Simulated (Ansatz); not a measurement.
```xyz
12

O     1.269    1.109   -0.110
C     0.024    0.543    0.156
C    -0.696    0.199   -1.140
F    -1.949   -0.245   -0.867
F    -0.046   -0.789   -1.802
C     0.120   -0.653    1.095
F     0.392   -0.227    2.348
F     1.151   -1.450    0.709
H     1.871    0.402   -0.370
H    -0.581    1.300    0.663
H    -0.763    1.067   -1.802
H    -0.792   -1.256    1.119
```

Charge 0, multiplicity 1.

(1) List the r2SCAN/def2-TZVPP orbital energies in eV (Ansatz 0.2.0). (Best estimate.)

## Answers

(1) Ansatz gave: Occupied: -667.15, -667.08, -667.07, -666.92, -516.68, -277.84, -277.81, -275.51, -33.69, -33.53, -32.09, -31.95, -28.06, -20.93, -18.63, -16.86, -15.19, -14.72, -14.66, -14.32, -14.09, -13.60, -12.13, -11.18, -10.98, -10.79, -10.72, -10.36, -10.21, -10.04, -9.23, -8.70, -7.45. Lowest empty: 0.48, 1.13, 1.91, 2.15, 2.25, 2.51, 2.93, 3.51.
